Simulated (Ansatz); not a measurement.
Frontier orbitals of C$_{2}$H$_{5}$FSSe (`CSC(F)[SeH]`).

Z-matrix (Å, degrees):
```
C
S 1 1.796
H 1 1.090 2 106.3
H 1 1.091 2 111.1 3 118.3
H 1 1.090 2 111.0 3 -118.6
C 2 1.801 1 98.4 3 179.5
Se 6 1.955 2 110.1 1 -78.3
F 6 1.365 2 107.8 1 160.5
H 6 1.092 2 110.5 1 42.0
H 7 1.473 6 95.0 2 162.3
```

Total charge 0; spin multiplicity 1. Correlated methods include outer-core shells of Se, which these sets cover unevenly. Scalar relativity is left out up to krypton. Geometry: relaxed with PBE0-D4/def2-TZVP. It is one conformer, not always the lowest. Basis def2-TZVPP, Ansatz 0.2.0.

Orbital energies of one run (eV). Highest occupied ones, from the top: -5.99, -6.35, -8.36, -8.46, -9.54, -9.99, -10.98, -11.28, -12.19, -12.64, -13.59, -15.94, -17.72, -19.60. Empty: -1.00, -0.41, 0.06, 0.98, 1.33, 1.51.

Problem. Which functional gave them?
A. r2SCAN0
B. LC-ωPBE
C. PBE0
D. B97M-V

Solution. D. HOMO energies: B97M-V -5.99, r2SCAN0 -7.01, LC-ωPBE -9.53, PBE0 -6.84 eV.

LC-ωPBE has ω = 0.4 bohr⁻¹.
